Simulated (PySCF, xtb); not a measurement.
Ge(H)2(F)(OH) (FGeH3O), SMILES [OH][GeH2][F].

xtb 6.7.1 with GFN2-xTB at its own geometry gives an orbital gap of 8.05 eV and a dipole moment of 1.69 D.

The structure is a stationary point at B3LYP-D3(BJ)/def2-TZVP. The values are those of a single conformer.

### Question
What does B3LYP/def2-TZVPD in PySCF give? (Estimate from the structure and the level; the computed values follow.)

### Answer
gap 8.51 eV (levels -9.09 and -0.58 eV), dipole 2.02 D.
